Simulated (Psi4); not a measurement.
C2Cl2F2, singlet, at a GFN2-xTB geometry. Base run: CCSD(T)/cc-pVDZ in Psi4.

Input for Psi4:
```
memory 2 GB

molecule {
0 1
  F    -1.47280910    0.38025170    0.90289400
  C    -0.60161244    0.27084286   -0.10108061
  Cl   -1.16388590    0.86904452   -1.59919652
  C     0.60161244   -0.27084286    0.10108061
  F     1.47280910   -0.38025170   -0.90289400
  Cl    1.16388590   -0.86904452    1.59919652
}

set basis cc-pvdz
set freeze_core true

energy('ccsd(t)')
print_variables()
```

Variants of this job, named by their change:

```
change                ΔE vs base (mEh)  MP2 correlation (Eh)  basis functions  core-seconds (rough)
--------------------  ----------------  --------------------  ---------------  --------------------
base                             0.000              -0.89849               92                    50
method = fno-ccsd(t)             0.000              -0.89849               92                    70
method = mp3                    34.625              -0.89836               92                     8
method = mp4                    -4.411              -0.89849               92                    60
method = qcisd(t)               -1.037              -0.89849               92                    60
method = mp2                    58.121              -0.89836               92                     7
method = dlpno-mp2              58.274              -0.89821               92                     9
method = ccsd                   26.082              -0.89849               92                    40
```
